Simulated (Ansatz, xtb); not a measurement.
Ligand exchange: CH4 + I2 → HI + CH3I

Species: CH4 (methane) `C`, singlet; I2 (iodine), singlet; HI, singlet; CH3I (methyl iodide) `CI`, singlet. The partners trade CH3 for I: H–CH3 and I–I bonds give way to H–I and I–CH3.

Shapes, held fixed at every level: PBE0-D4/def2-TZVP. Programs: Ansatz 0.2.0, xtb 6.7.1. The zero-point and thermal change to 298 K, harmonic and unscaled (PBE0-D4/def2-TZVP), is -9.2 kJ/mol.

**The experiment to reproduce.** Tabulated heats of formation (Active Thermochemical Tables): CH4 -74.5; I2 +62.4; HI +26.5; CH3I +15.0 kJ/mol, which give ΔH(298 K) = +53.5 kJ/mol.

```tsv
level	kind	ΔH (kJ/mol)	computed − measured
GFN2-xTB	semi-empirical	+69.1	+15.5
HF/def2-TZVPP	Hartree–Fock	+46.6	-6.9
SPW92/def2-TZVPP	LDA	+43.2	-10.3
B3LYP-D4/def2-TZVPP	global hybrid	+54.4	+0.8
wB97M-V/def2-TZVPP	range-separated hybrid	+45.6	-8.0
MP2/def2-TZVPP	perturbation theory	+33.1	-20.4
CCSD(T)/def2-SVP	coupled cluster or CI	+38.2	-15.4
CCSD/def2-TZVPP	coupled cluster or CI	+32.8	-20.7
CCSD(T)/def2-TZVPP	coupled cluster or CI	+32.2	-21.4
```

Nearest: B3LYP-D4/def2-TZVPP (+0.8); farthest: CCSD(T)/def2-TZVPP (-21.4). 3 of 9 levels lie within 10 kJ/mol. For atoms past krypton def2 sets carry core potentials with scalar relativity. Correlated rows may include outer-core shells of I, which these sets cover unevenly.
